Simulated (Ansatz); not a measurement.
Tuning the range parameter of LC-ωPBE so that −HOMO meets the ionisation energy; basis def2-TZVP, Ansatz. System: CuAu2. Charge 0, multiplicity 2. Geometry: PBE0-D4/def2-TZVP. The ionised state is a singlet, and HOMO is the level of the spin that leaves.

Geometry of the doublet:

```xyz
3

Au   -1.169    0.974   -0.246
Au    1.502    0.338    0.080
Cu   -0.333   -1.312    0.166
```

In the def2 sets Au takes a core potential; there is no spin–orbit coupling. The structure comes from a short search, and lower isomers may exist.

| ω (1/bohr) | HOMO (eV) | LUMO (eV) | vertical IE (eV) | HOMO + IE (eV) |
| --- | --- | --- | --- | --- |
| 0.1 | -5.92 | -2.73 | 7.08 | 1.16 |
| 0.15 | -6.29 | -2.20 | 7.01 | 0.72 |
| 0.3 | -6.75 | -1.23 | 6.74 | -0.01 |

(1) Estimate the row for 0.2 bohr⁻¹.

(2) Where does the tuning condition hold?

Results:

(1) 
```tsv
ω (1/bohr)	HOMO (eV)	LUMO (eV)	vertical IE (eV)	HOMO + IE (eV)
0.2	-6.52	-1.78	6.92	0.40
```

(2) Near ω = 0.30 bohr⁻¹, by linear interpolation.
